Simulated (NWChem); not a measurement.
System: GaN₂H₄F; SMILES [Ga]([NH2])([F])[NH2]

```xyz
8

Ga     0.0000     0.0000     0.0191
F      0.0000     0.0000     1.7951
N     -1.6410    -0.0243    -0.7812
H     -1.7421     0.3734    -1.7180
H     -2.4419     0.2332    -0.1987
N      1.6410     0.0243    -0.7812
H      1.7421    -0.3734    -1.7180
H      2.4419    -0.2332    -0.1987
```
Atoms are numbered in this order, from 1.

Computed with NWChem. Structure relaxed at the PBE-D3(BJ)/def2-SVP level. Vzz is the largest principal value of the second derivative of the potential at the nucleus (NWChem prints the opposite sign); η is the asymmetry. Non-relativistic.

Problem. Predict the results for B3LYP/cc-pVTZ. Quantities: Vzz Ga1 (a.u.); η Ga1; Vzz N6 (a.u.); η N6.

Solution. 
```
Property         Value
--------------  ------
Vzz Ga1 (a.u.)   2.133
η Ga1             0.67
Vzz N6 (a.u.)   -0.844
η N6              0.25
```
